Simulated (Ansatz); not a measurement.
GeH₈N₂Si (`N[SiH](N)[GeH3]`). The species carries charge 0 and has multiplicity 1. Correlated methods include outer-core shells of Ge, which these sets cover unevenly. Scalar relativity is left out up to krypton.

Cartesian coordinates in Å:
```
N 0.264 1.383 1.130
Si -0.384 0.497 -0.185
N 0.443 0.988 -1.605
Ge -0.150 -1.798 0.443
H 0.208 1.033 2.071
H 0.299 2.390 1.104
H -1.819 0.742 -0.525
H -0.026 0.958 -2.495
H 1.437 0.856 -1.700
H -0.657 -2.080 1.874
H 1.325 -2.248 0.394
H -0.939 -2.721 -0.506
```

Give the diagnostics of a CCSD(T)/def2-TZVPP run (frozen core, Ansatz 0.2.0). (Best estimate.)

Ansatz gave: T1 = 0.0114, largest single amplitude 0.015, largest double 0.018, (T) share of the correlation energy 3.5 %, 9 CCSD cycles. The RHF solution is stable towards an unrestricted one. T1 lies under the customary mark of 0.02 for closed shells.
